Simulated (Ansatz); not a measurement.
Mulliken charges of F₂H₂MoO₃, SMILES `[O]=[Mo]([OH])([OH])([F])[F]` from B3LYP/def2-TZVPP in Ansatz (PBE0-D4/def2-TZVP geometry).

```tsv
atom	x (Å)	y (Å)	z (Å)	charge (e)
O1	-1.440	1.304	-0.310	-0.455
Mo2	-0.341	0.079	-0.195	1.711
O3	-0.882	-0.890	1.294	-0.451
O4	0.996	0.544	-1.399	-0.451
F5	1.007	0.621	1.033	-0.441
F6	-0.949	-1.241	-1.322	-0.368
H7	-0.312	-1.060	2.050	0.227
H8	1.920	0.644	-1.150	0.227
```

**Question.** By hand: the dipole of these point charges (1 e Å = 4.8032 D).

**Answer.** Σ q r = (0.290, -0.214, 0.090) e Å, of length 0.371 e Å = 1.78 D.

**Question.** How does the dipole of the full density compare? (Estimate.)

**Answer.** Computed: (0.477, -0.194, 0.229) e Å, 2.71 D; the point charges give 0.66 times that, at 17° from its direction.

Point charges leave out the atoms' own dipoles, such as those of lone pairs, and Mulliken's split depends on the basis, so the two needn't agree.

B3LYP here is the variant with VWN-RPA as its local correlation; programs differ in this.
